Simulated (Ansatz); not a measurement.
Mulliken charges of CH3FIIn, SMILES `F[CH2][InH][I]` from ωB97M-V/def2-TZVPP in Ansatz (PBE0-D4/def2-TZVP geometry).

| atom | x (Å) | y (Å) | z (Å) | charge (e) |
| --- | --- | --- | --- | --- |
| F1 | 1.159 | 1.201 | 1.326 | -0.229 |
| C2 | -0.005 | 0.596 | 0.880 | -0.185 |
| In3 | 0.317 | -0.551 | -0.932 | 0.520 |
| I4 | -1.996 | -1.674 | -1.700 | -0.312 |
| H5 | -0.754 | 1.370 | 0.692 | 0.131 |
| H6 | -0.383 | -0.064 | 1.665 | 0.131 |
| H7 | 1.662 | -0.879 | -1.930 | -0.058 |

Problem. By hand: the dipole of these point charges (1 e Å = 4.8032 D).

Solution. Σ q r = (0.278, 0.073, 0.000) e Å, of length 0.287 e Å = 1.38 D.

Problem. How does the dipole of the full density compare? (An estimate is asked.)

Solution. The calculation gave: (0.188, 0.112, 0.093) e Å, 1.14 D; the point charges give 1.21 times that, at 28° from its direction.

Point charges leave out the atoms' own dipoles, such as those of lone pairs, and Mulliken's split depends on the basis, so the two needn't agree.
